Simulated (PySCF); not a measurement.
## Correlation energy of Co⁺ (cobalt, charge +1)

[Ar] 3d7 4p1, one real determinant (an excited configuration). Calculation: PySCF 2.14, in aug-cc-pVDZ-DK; scalar relativity by spin-free X2C-1e. Frozen: [Ar]; 8 electrons correlated.

```tsv
level	correlation energy (mhartree)
CCSD	-168.04
(T)	-3.40
CCSD(T)	-171.44
```

Diagnostics: T1 = 0.013, D1 = 0.0335, largest double amplitude 0.034.

Is a single reference adequate?

Yes: T1 lies below 0.03 and no double amplitude reaches 0.07.

The reference is one real determinant that mixes LS terms of this configuration.
